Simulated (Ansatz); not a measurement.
Basis-set extrapolation for `NBO[SiH2]Cl` (PBE0-D4/def2-TZVP geometry, frozen core, Ansatz). Multiplicity 1, RHF reference.

```csv
,def2-TZVPP,def2-QZVPP
HF,-905.638472,-905.668574
MP2 correlation,-0.853115,-0.923536
CCSD(T) correlation,-0.932960,not run
```

Energies in hartree. Use E(X) = E(∞) + A·exp(−7.88·√X) for Hartree–Fock and E(X) = E(∞) + B·X^(−2.97) for correlation, with X = 3 and 4, and add CCSD(T) minus MP2 of the smaller set to the MP2 limit.

**Question.** What is the CCSD(T) energy at the basis-set limit?

**Answer.** HF limit: -905.668574 + (-0.030102) × 0.13774 = -905.67272. MP2 limit: -0.923536 + (-0.070421) × 0.74074 = -0.97570. Higher-order term: -0.932960 − (-0.853115) = -0.07985. Total: -906.72827 hartree, 411.8 kJ/mol below CCSD(T)/def2-TZVPP.
